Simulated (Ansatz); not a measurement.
BiCl₃ (SMILES [Cl][Bi]([Cl])[Cl]), singlet, at a GFN2-xTB geometry (such geometries of metal compounds can be far from the true shape) (core potentials on Bi).

Ansatz (a program for electronic structure) was given this input:
Ansatz 0.2 input:
```yaml
crystal:
  periodic: [false, false, false]
  atoms:
    - {symbol: Bi, position_ang: [-0.00428098, -0.00067467, 0.50283800]}
    - {symbol: Cl, position_ang: [-1.83162453, -0.99302219, -0.83533113]}
    - {symbol: Cl, position_ang: [0.06534181, 2.09049123, -0.81504384]}
    - {symbol: Cl, position_ang: [1.78718399, -1.09417508, -0.80465760]}
basis:
  gaussian:
    orbitals: def2-SV_P_.json
hamiltonian:
  xc: r2scan
```
The basis file holds def2-SV(P) in the JSON format of the Basis Set Exchange.

**Question.** Estimate the number of basis functions that R2SCAN/def2-SV(P) in Ansatz returns for this input.

**Answer.** 80

**Question.** Give the total energy at the level R2SCAN/def2-SV(P).

**Answer.** -1594.9386 Eh
